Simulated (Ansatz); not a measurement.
Total energies of the cluster NaLi₃ (the lowest singlet isomer of a short search) from Ansatz at PBE/def2-TZVP, gas phase (1 Eh = 27.2114 eV = 2625.5 kJ/mol). The reference geometry is relaxed at PBE/def2-TZVP.

```
atom   x (Å)   y (Å)   z (Å)
 Li1  -1.248   0.460   0.066
 Li2   1.272  -0.374  -0.122
 Li3   0.638   2.271  -1.516
 Na4  -0.662  -2.357   1.572
```

```tsv
state	geometry	energy (Eh)
charge 0 singlet	reference	-184.63684
charge 1 doublet	reference	-184.47024
charge 0 triplet	relaxed at PBE/def2-TZVP	-184.62376
charge 0 quintet	relaxed at PBE/def2-TZVP	-184.57947
```

Task: Work out the vertical ionisation energy to the doublet.

Result: E(charge 1 doublet) − E(charge 0 singlet) = -184.47024 − (-184.63684) = 0.16660 Eh = 4.53 eV. For comparison, −ε of the highest occupied level is 2.82 eV at this level, 1.71 eV less.

Task: Which of the charge 0 states is lowest, and how far above it are the others?

Result: The singlet. triplet: -184.62376 − (-184.63684) = 0.01308 Eh = 34.3 kJ/mol; quintet: -184.57947 − (-184.63684) = 0.05737 Eh = 150.6 kJ/mol. The triplet differs in its bonds from the reference. The quintet differs in its bonds from the reference.

The structure comes from a short search, and lower isomers may exist.
